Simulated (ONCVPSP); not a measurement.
Configuration tests for V (Z = 23) (ONCV)

```
Element                 : V (Z = 23)
Generator               : ONCVPSP 4.0.1
Type                    : optimised norm-conserving Vanderbilt (ONCV)
Functional              : LDA (Perdew-Zunger)
Relativity              : scalar-relativistic
Frozen core             : [Ne]
Valence charge          : 13
Reference configuration : 3s2 3p6 3d3.5 4s1.5
Partial waves           : 3s+4s: rc 1.85 bohr, ncon 4, nbas 8, qcut 5.7 1/bohr, 2 projectors; 3p: rc 1.55 bohr, ncon 5, nbas 9, qcut 7.2 1/bohr, 1 projector; 3d: rc 1.50 bohr, ncon 4, nbas 8, qcut 9.6 1/bohr, 2 projectors, debl 1.9 Ha
Local potential         : polynomial inside 1.00 bohr (lpopt 5, dvloc0 2 Ha)
Core correction         : Teter function, fcfact 1.5, rcfact 1.25
```

Energies are relative to the spin-unpolarised reference configuration 3s2 3p6 3d3.5 4s1.5; without spin polarisation the order of configurations can differ from experiment.

Question: Give the all-electron excitation energy and the error of the potential for: 3s2 3p6 3d3 4s2; 3s2 3p6 3d3 4s1; 3s2 3p6 3d3 4s0; 3s2 3p6 3d3 4s1.5.

Answer:

```csv
valence configuration,charge,ΔE all-electron (eV),error AE − PS (meV)
3s2 3p6 3d3 4s2,0,-0.027,+3.8
3s2 3p6 3d3 4s1,+1,7.914,+1.2
3s2 3p6 3d3 4s0,+2,22.459,-2.2
3s2 3p6 3d3 4s1.5,+0.5,3.153,+2.6
```
